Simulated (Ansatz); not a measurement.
Total energies of SbH₂Cl from Ansatz at PBE-D4/def2-TZVPD, gas phase (1 Eh = 27.2114 eV = 2625.5 kJ/mol). The reference geometry is relaxed at PBE0-D4/def2-TZVP.

```tsv
state	geometry	energy (Eh)
charge 0 singlet	reference	-701.49590
charge -1 doublet	reference	-701.50065
free Sb atom (quartet)	–	-240.20752
free H atom (doublet)	–	-0.49962
free Cl atom (doublet)	–	-459.95933
```

In the def2 sets Sb takes a core potential; there is no spin–orbit coupling.

Task: Work out the vertical electron affinity, to the doublet.

Result: E(charge 0 singlet) − E(charge -1 doublet) = -701.49590 − (-701.50065) = 0.00475 Eh = 0.13 eV.

Task: What is the binding energy per atom against free atoms?

Result: Atoms: 1 × (-240.20752) + 2 × (-0.49962) + 1 × (-459.95933) = -701.16609 Eh. Binding: -701.16609 − (-701.49590) = 0.32981 Eh = 8.97 eV, or 2.24 eV for each of 4 atoms (no zero-point energy, no counterpoise term).

At PBE-D4/def2-TZVPD the highest occupied level of the charge -1 doublet lies above zero (up to 2.21 eV). Energy differences disagree on whether the electron is bound (positive means bound): 0.13 eV (vertical, to the charge 0 singlet, at PBE-D4/def2-TZVPD), but -0.10 eV at CCSD/def2-TZVPD.
